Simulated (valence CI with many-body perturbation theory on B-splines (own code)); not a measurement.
The numbers below are computed, except where a source is named.
# Dy XXXVI: what each term of the Hamiltonian does

Method: configuration interaction combined with many-body perturbation theory (CI+MBPT): three valence electrons over a frozen Dirac-Fock core [Ar] 3d10, a basis of 11 s, 11 p, 9 d, 7 f, 5 g, 2 h, 1 i functions for each j, with the one-electron correlation potential Σ1 (screened to all orders), the two-electron term Σ2, the three-electron term Σ3, Breit, model QED; selected single and double excitations, second order for the rest (own B-spline code, finite nucleus).

The last digits are not significant, and no measured levels were compared; by estimate large intervals hold to a few tenths of a per cent, small ones and those within an open d or f shell to about a per cent.

Each rung adds one term. CI alone is the Dirac-Coulomb CI over the frozen core; QED comes last and gives the full result, which names the levels. Energies are above (4s^2 4p1/2) J=1/2 on the same rung, in cm⁻¹.

Levels are named by their leading jj configuration (3d3/2^4 stands for four electrons in 3d with j = 3/2), which in mixed levels can hold well under half, so a name can repeat and another be missing. Letters in brackets count levels of one name in rising energy.

```tsv
Level	CI alone	Σ1	Σ2	Σ3	Breit	QED	Full
(4s^2 4p3/2) J=3/2	430143	+1563	+655	+8	-5179	+583	427774
(4s 4p1/2^2) J=1/2	621579	-594	+1240	+55	+4690	-6297	620673
(4s 4p1/2 4p3/2) J=3/2 [a]	966428	+878	+4414	+121	-321	-5693	965828
(4s 4p1/2 4p3/2) J=5/2	1023330	+914	+2709	+86	-819	-5636	1020580
(4s 4p1/2 4p3/2) J=3/2 [b]	1107170	+926	-842	+37	-788	-5527	1100980
(4s 4p1/2 4p3/2) J=1/2	1134580	+916	-5143	-5	-174	-5758	1124410
(4s 4p3/2^2) J=5/2	1417040	+2250	+4188	+120	-6085	-4573	1412940
(4s^2 4d3/2) J=3/2	1494160	+583	-4567	+37	-6879	-1438	1481900
(4s 4p3/2^2) J=1/2	1562300	+2472	-1687	-30	-5275	-5121	1552660
(4s 4p3/2^2) J=3/2	1604780	+2103	-6638	-36	-5868	-4366	1589980
(4s^2 4d5/2) J=5/2	1618440	+930	-6060	-18	-9176	-807	1603310
(4p1/2^2 4p3/2) J=3/2	1742110	+257	-2521	+85	+4003	-11741	1732190
(4s 4p1/2 4d3/2) J=3/2 [a]	1988730	-524	+3424	+199	-2602	-6804	1982420
(4s 4p1/2 4d3/2) J=5/2	2025960	-291	+2877	+184	-2947	-7091	2018700
(4p1/2 4p3/2^2) J=3/2	2101070	+1157	-774	+130	-1534	-9901	2090150
(4s 4p1/2 4d5/2) J=5/2 [a]	2111930	+774	+1881	+161	-3603	-8345	2102800
(4s 4p1/2 4d3/2) J=1/2	2127910	-447	-4082	+71	-2773	-6701	2113980
(4s 4p1/2 4d3/2) J=3/2 [b]	2134720	-97	-2753	+103	-3382	-7070	2121520
(4s 4p1/2 4d5/2) J=5/2 [b]	2161180	+452	-2155	+111	-3990	-7644	2147950
```

The middle columns are the shifts that each term adds.

How does the ionisation energy move along the ladder, and which term matters most?

CI alone 1520.8, + Σ1 1522.5, + Σ2 1522.4, + Σ3 1522.4, + Breit 1520.7, + QED 1520.8 eV. The largest step is Σ1, 1.8 eV, with Breit about as large (-1.6). NIST lists 1520 ± 5 eV (theoretical).
